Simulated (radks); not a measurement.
Results of a calculation; reference values are marked as such.
He II, configuration 2p1 (not the ground configuration).

Code: a radial shooting solver on a logarithmic mesh with Libxc functionals. Model: non-relativistic Kohn-Sham, exchange-only PBE, spin-polarised, spherical densities, point nucleus; open shells are filled with parallel spins first.

Energy parts (eV):
| part | energy |
|---|---|
| total | -13.456 |
| kinetic | 13.456 |
| electron-nucleus | -27.057 |
| Hartree | 4.916 |
| exchange | -4.772 |

Orbitals (lengths in bohr, moments of r in powers of bohr; <r^-3> diverges for s and p1/2):
| orbital | occ. | eigenvalue (eV) | <1/r> | <r^-3> |
|---|---|---|---|---|
| 1s up | 0 | -47.4618 | 1.913 | - |
| 2p up | 1 | -9.8850 | 0.4972 | 0.3216 |

The highest occupied level is 2p up at -9.885 eV. The configuration is held as typed, so some empty levels lie below it. Summed over all electrons, <r^2> = 7.651 bohr^2, which gives a Langevin (diamagnetic) susceptibility term of -6.06 x 10^-6 cm^3/mol.
